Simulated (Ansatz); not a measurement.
Gas-phase electronic energies from Ansatz, PBE0-D4/def2-TZVP geometries. CCSD(T)/CBS adds triple-zeta CCSD(T) − MP2 to the extrapolated MP2 energy (def2 sets, frozen cores). Functionals use def2-TZVPP. B3LYP here is the variant with VWN-RPA as its local correlation; programs differ in this. Each species was taken in one conformer, which may not be the lowest.

`FC[SiH2][SiH2]F` + `N[SiH2]S` → `N[SiH2]S[SiH2]F` + `FC[SiH3]`  (cleavage of the Si–Si bond)

CCSD(T)/CBS gives -86.0 kJ/mol.

**Question.** Another level gave -82.5 kJ/mol. Which?
A. SCS-MP2/def2-TZVPP
B. PBE/def2-TZVPP
C. B3LYP/def2-TZVPP
D. CCSD/def2-TZVPP

**Answer.** D. CCSD/def2-TZVPP -82.5, B3LYP -77.6, SCS-MP2/def2-TZVPP -91.1, PBE -73.3 kJ/mol.

Largest T1 diagnostic among the species: 0.012.

The D4 term adds −4.1 kJ/mol with B3LYP and −2.1 kJ/mol with PBE0; it sums over pairs of atoms, weighted by their polarisabilities, and B3LYP, whose exchange is more repulsive, gets the larger term. From PBE to PBE0 (25 % exact exchange), in def2-TZVPP and without D4, ΔE moves by −3.7 kJ/mol.
